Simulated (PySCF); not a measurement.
**Excitation energies in several basis sets**

Species: di-propylamine, C₆H₁₅N.
Z-matrix (Å and degrees, PBE0-D3(BJ)/def2-SVP geometry), rows numbered from 1:
```
C 
C   1  1.5193
C   2  1.5193  1  113.27
N   3  1.4425  2  111.71  1   178.12
C   4  1.4424  3  114.69  2  -179.96
C   5  1.5195  4  111.70  3  -179.73
C   6  1.5194  5  113.28  4  -177.92
H   1  1.1020  2  111.44  3    59.31
H   1  1.1019  2  111.27  3   -60.45
H   1  1.1002  2  111.57  3   179.51
H   2  1.1025  1  110.65  3   121.72
H   2  1.1054  1  109.58  3  -121.85
H   3  1.1161  2  109.24  1   -56.11
H   3  1.1056  2  109.11  1    58.60
H   4  1.0187  3  109.67  2    56.07
H   5  1.1056  4  108.13  3    60.17
H   5  1.1162  4  113.03  3   -56.08
H   6  1.1025  5  108.21  4   -54.83
H   6  1.1054  5  108.91  4    59.85
H   7  1.1019  6  111.26  5    60.30
H   7  1.1002  6  111.55  5  -179.67
H   7  1.1019  6  111.47  5   -59.46
```

TDDFT with PBE0 (PySCF), vertical singlets, core orbitals frozen in the response, spherical d and f functions. The structure is a single PBE0-D3(BJ)/def2-SVP conformer in the gas phase; no vibrational or solvent corrections.

```
      basis  functions  diffuse  S1 (eV)  S2 (eV)  S3 (eV)  S4 (eV)  S5 (eV)  LUMO (eV)  α (au)
     6-31G*        128       no     7.29     7.91     8.01     8.29     9.03       2.80    73.5
    6-31+G*        156      yes     5.61     6.04     6.24     6.34     6.50       0.54    81.0
   def2-SVP        173       no     6.64     7.13     7.22     7.63     8.08       1.86    76.4
  def2-SVPD        260      yes     5.93     6.41     6.48     6.83     7.20       0.80    86.9
aug-cc-pVDZ        296      yes     5.27     5.61     5.77     5.86     6.13      -0.04    89.3
```

Task: Compare the sets with the largest diffuse one.

Result: States are compared by their number. Against the largest diffuse basis here (aug-cc-pVDZ, itself not a converged limit), sets without diffuse functions differ by up to 2.02 eV in S1 and 2.90 eV in S5; the smaller diffuse sets differ by up to 0.66 and 1.07 eV. State by state, the largest deviation of a set without diffuse functions is S1 2.02, S2 2.31, S3 2.24, S4 2.43, S5 2.90 eV. The same number needn't mean the same state in each row. Against aug-cc-pVDZ the polarisability deviates by -18% in 6-31G*, -9% in 6-31+G*, -14% in def2-SVP, -3% in def2-SVPD. A single + in a Pople set puts diffuse functions on heavy atoms only.
